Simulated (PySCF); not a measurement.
## A survey of $^{15}$N NMR shifts

[PySCF 2.14.0 with density-fitted response routines: GFN2-xTB geometry; shielding tensors at PBE0/pcSseg-1 (GIAO); equivalent nuclei averaged; single conformer; gas phase; non-relativistic Hamiltonian]

Shieldings were converted by a linear fit to measured shifts: $^{15}$N: δ = -148.07 − 0.921σ (rms 6.3 ppm, 71 shifts vs CH3NO2, solution or neat liquid). A few per cent of atoms miss by over 2 rms, more outside the fitted compound classes.

Q: Give the $^{15}$N shifts of `Fc1ccccc1-n1cccn1`, `FC(F)(F)CN([SiH3])[SiH3]`, `Cc1nnncc1C#N`, `N#Cc1ccpcn1`.

A: 
```json
{"compound": "[F:1][c:2]1[cH:3][cH:4][cH:5][cH:6][c:7]1-[n:8]1[cH:9][cH:10][cH:11][n:12]1", "environment": "N12: pyridine-type nitrogen of an azole", "δ (ppm)": "-87.4"}
{"compound": "[F:1][c:2]1[cH:3][cH:4][cH:5][cH:6][c:7]1-[n:8]1[cH:9][cH:10][cH:11][n:12]1", "environment": "N8: pyrrole-type ring nitrogen", "δ (ppm)": "-174.7"}
{"compound": "FC(F)(F)CN([SiH3])[SiH3]", "environment": "nitrogen bonded to C, 2 Si", "δ (ppm)": "-392.2"}
{"compound": "[CH3:1][c:2]1[n:3][n:4][n:5][cH:6][c:7]1[C:8]#[N:9]", "environment": "N4: pyridine-type ring nitrogen", "δ (ppm)": "118.4"}
{"compound": "[CH3:1][c:2]1[n:3][n:4][n:5][cH:6][c:7]1[C:8]#[N:9]", "environment": "N3: pyridine-type ring nitrogen", "δ (ppm)": "5.7"}
{"compound": "[CH3:1][c:2]1[n:3][n:4][n:5][cH:6][c:7]1[C:8]#[N:9]", "environment": "N5: pyridine-type ring nitrogen", "δ (ppm)": "1.6"}
{"compound": "[CH3:1][c:2]1[n:3][n:4][n:5][cH:6][c:7]1[C:8]#[N:9]", "environment": "N9: nitrile nitrogen", "δ (ppm)": "-71.7"}
{"compound": "[N:1]#[C:2][c:3]1[cH:4][cH:5][p:6][cH:7][n:8]1", "environment": "N8: pyridine-type ring nitrogen", "δ (ppm)": "-46.3"}
{"compound": "[N:1]#[C:2][c:3]1[cH:4][cH:5][p:6][cH:7][n:8]1", "environment": "N1: nitrile nitrogen", "δ (ppm)": "-99.4"}
```

Q: Match the shifts -71.2, -321.2, -390.7 ppm to `CCC1=C(F)N(C)CC1`, `C=C(C=O)[Si@@H](O)[SiH2]NC`, `CC(C)O[Si@@H](C#N)O[SiH3]`.

A: -71.2: CC(C)O[Si@@H](C#N)O[SiH3] (nitrile nitrogen); -321.2: CCC1=C(F)N(C)CC1 (enamine nitrogen); -390.7: C=C(C=O)[Si@@H](O)[SiH2]NC (nitrogen bonded to C, Si, H).
